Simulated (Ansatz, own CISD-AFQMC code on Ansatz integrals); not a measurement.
H6OSi2, SMILES `[SiH3]O[SiH3]` (charge 0, multiplicity 1).

Z-matrix (Å, degrees):
```
O
Si 1 1.6367
Si 1 1.6367 2 149.36
H 2 1.4783 1 108.33 3 179.83
H 3 1.4783 1 108.33 2 179.48
H 3 1.4821 5 109.63 1 -120.16
H 2 1.4821 4 109.63 1 -120.16
H 2 1.4821 4 109.63 7 -119.64
H 3 1.4822 5 109.63 6 -119.64
```
Charge 0, spin multiplicity 1.

Frozen-core energies in cc-pVDZ from Ansatz (a program for electronic structure) at a geometry from B3LYP-D3(BJ)/def2-TZVP; the HF reference has <S^2> = 0.00 and the T1 diagnostic is 0.011.

```csv
level,energy (Ha)
HF,-656.28555
MP2,-656.67382
CCSD,-656.72116
```

Q: Estimate the energies of CCSD(T), CCSDT, phaseless AFQMC, CISD trial (own CISD-AFQMC code on Ansatz integrals; ±0.26 mHa) and CCSDT(Q), and give each level's difference from CCSDT(Q).

A: 
| level | energy (Ha) | difference from CCSDT(Q) (mHa) |
|---|---|---|
| MP2 | -656.67382 | 57.86 |
| CCSD | -656.72116 | 10.53 |
| CCSD(T) | -656.72997 | 1.72 |
| CCSDT | -656.73090 | 0.79 |
| phaseless AFQMC, CISD trial (own CISD-AFQMC code on Ansatz integrals; ±0.26 mHa) | -656.73169 | 0.00 |
| CCSDT(Q) | -656.73169 | 0.00 |
